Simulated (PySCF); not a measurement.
A structure optimised at PBE-D3(BJ)/def2-TZVP, used in a PySCF frequency run:

```xyz
4

Be    -0.0008     0.7243     0.0000
Cl     0.0000     2.5359     0.0000
Se    -0.0423    -1.3146     0.0000
H      1.4418    -1.3118     0.0000
```
Charge 0, spin multiplicity 1.

Problem. Write its SMILES, formula and point group.

Solution. [Cl][Be][SeH], BeClHSe, Cs

Problem. What are its rotational constants (standard atomic weights)?

Solution. 230.46, 1.3648, 1.3568 GHz
